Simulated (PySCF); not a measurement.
**Bi⁻ (bismuth, charge -1) across methods**

[Xe] 4f14 5d10 6s2 6p4, high-spin 3P determinant. Computed with PySCF 2.14 in def2-TZVPPD with the def2 core potential (60 electrons) (7s5p4d2f, 56 functions), with a scalar-relativistic core potential.

```tsv
method	E (hartree)	mean ε 6s β (eV)	mean ε 6p α (eV)	mean ε 6p β (eV)	Σ⟨r²⟩ (bohr²)	⟨S²⟩
LDA	-214.3608	-7.645	0.840	1.725	89.49	2.001
LC-wPBE	-214.6736	-11.070	-2.166	-1.007	87.66	2.007
MN15	-214.2216	-9.517	-0.371	0.668	89.16	2.004
r2SCAN	-214.7422	-7.383	0.630	1.710	88.92	2.006
UHF	-213.58215	-10.530	-1.985	-0.373	89.21	2.012
B97-3	-214.6766	-8.299	0.163	1.202	89.15	2.005
PBE0	-214.6425	-8.337	0.073	1.119	88.83	2.004
PBE	-214.6640	-7.264	0.940	1.860	89.60	2.002
```

**Question.** Estimate the same row for HSE06.

**Answer.** E (hartree) = -214.6410; mean ε 6s β (eV) = -7.995; mean ε 6p α (eV) = 0.461; mean ε 6p β (eV) = 1.449; Σ⟨r²⟩ (bohr²) = 89.20; ⟨S²⟩ = 2.003.

Energies and moments cover only the electrons outside the core potential. Spin-orbit coupling is strong in this species (close to jj coupling), so the high-spin LS determinant is a model state, not a physical level.

The highest occupied level is positive at LDA, MN15, r2SCAN, B97-3, HSE06, PBE0, PBE: only the finite basis holds that electron, which in a density functional comes from self-interaction.
